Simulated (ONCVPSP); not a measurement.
What one change does to a pseudopotential (iron (Fe), ONCV)

Fe (Z = 26), optimised norm-conserving Vanderbilt (ONCV), made with ONCVPSP 4.0.1 (LDA (Perdew-Zunger), scalar-relativistic). Core [Ar], reference 3d6 4s2. Waves: 4s: rc 2.55 bohr, ncon 4, nbas 7, qcut 2 1/bohr, 2 projectors, debl 2.8 Ha; p scattering state at 0.1 Ha: rc 2.20 bohr, ncon 4, nbas 8, qcut 4.4 1/bohr, 2 projectors, debl 3.1 Ha; 3d: rc 1.75 bohr, ncon 4, nbas 9, qcut 8.5 1/bohr, 3 projectors, debl 0.4 Ha. Local part: polynomial inside 1.35 bohr (lpopt 1, dvloc0 4 Ha). Core correction: Teter function, fcfact 4.5, rcfact 1.7.

In the p channel the program set the typed energies aside and used 0.050, 3.150 Ha.

All-electron outer shells of the reference configuration (LDA (Perdew-Zunger), scalar-relativistic, ld1.x):

```csv
shell,level (eV),outermost node (bohr),outermost maximum (bohr)
3p,-59.93,0.30,0.72
3d,-7.75,–,0.71
4s,-5.49,1.01,2.38
```

Change: fully relativistic.

Cutoffs: the cutoffs (Ha) at which the residual kinetic energy of the hardest occupied pseudo-wave falls to 1 and 0.1 mHa per electron; they do not see the model core or the augmentation charge, which bear on the density cutoff. Errors are all-electron minus pseudo energies relative to the spin-unpolarised reference configuration.

Question: What does the change do?

Answer: The potential gets neither clearly harder nor softer (30 Ha and 34 Ha → 30 Ha and 34 Ha); the errors of the 4 common tests hardly move; neither file shows a bound ghost.

| quantity | base | changed |
| --- | --- | --- |
| cutoff, loose | 30 Ha | 30 Ha |
| cutoff, tight | 34 Ha | 34 Ha |
| loose cutoff by channel | s 13 Ha, d 30 Ha | s 13 Ha, d 30 Ha |
| bound ghosts | none | none |
| GHOST(+) flags under 300 eV | s at 104.6 eV | s at 104.5 eV |
| error for 3d6 4s1, meV [ΔE 8.98 eV] | -16 | -15 |
| error for 3d6 4s0, meV [ΔE 25.47 eV] | -123 | -121 |
| error for 3d5 4s0, meV [ΔE 60.00 eV] | -525 | -520 |
| error for 3d5 4s2, meV [ΔE 14.48 eV] | -4.9 | -4.7 |
| s: phases at 2.58 bohr within 0.05 rad from the reference energy up to (Ha; the scan ends near 5) | 3.6 | 3.6 |
| rms error of d²Exc/dni dnj with the model core, mHa | 1.41 | 2.30 |
